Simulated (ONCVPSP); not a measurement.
Sr, ONCV: configuration errors across variants

ONCVPSP 4.0.1 input, shortened (lines: element, Z, core and valence counts, functional; n l f; lmax; l rc ep ncon nbas qcut; lloc lpopt rc5 dvloc0; l nproj debl; icmod fcfact rcfact), PBE, scalar-relativistic:

```
  Sr 38.00    6    3        4      upf
    1    0    2.00
    2    0    2.00
    2    1    6.00
    3    0    2.00
    3    1    6.00
    3    2   10.00
    4    0    2.00
    4    1    6.00
    5    0    2.00
    2
    0    1.95    0.00    4    9    4.80
    1    1.70    0.00    3    6    5.50
    2    1.75    0.34    4    9    5.50
    4    5    1.65    3.00
    0    3    3.90
    1    2    3.00
    2    1    3.70
    1    0.25    0.00
```

In the d channel the program set the typed energies aside and used 0.050 Ha.

All-electron excitation energies from the reference (eV): (1) 4s2 4p6 5s1 5.885; (2) 4s2 4p6 5s0 16.891; (3) 4s2 4p6 5s1.5 2.339; (4) 4s2 4p6 4d0.5 5s1.5 1.146.

Errors AE − PS in meV (a dash: test not solved or not reliable):

```csv
change,(1),(2),(3),(4),bound ghosts,GHOST(+) flags above zero
base,-0.7,-3.4,-0.2,-1.6,none,none
"p: rc 1.56; local potential polynomial inside 1.56 bohr (lpopt 5, dvloc0 3 Ha)",-0.7,-3.6,-0.2,-1.5,none,s
"local potential polynomial inside 1.35 bohr (lpopt 3, dvloc0 -1 Ha)",-0.7,-3.5,-0.2,-1.4,none,s
s: qcut 6.5; p: qcut 7.4; d: qcut 7.4,-0.5,-2.2,-0.2,-1.2,none,none
"core correction polynomial model core, fcfact 0.52",-0.7,-3.5,-0.2,-1.6,none,none
"core correction Teter function fitted to the true core (icmod 2), fcfact 0.55",-0.6,-3.3,-0.2,-1.5,none,none
```

(1) Give the same row for: p: qcut 7.3.

Results:

(1) -0.7, -3.8, -0.2, -1.5; bound ghosts: none; GHOST(+) flags above zero: none.
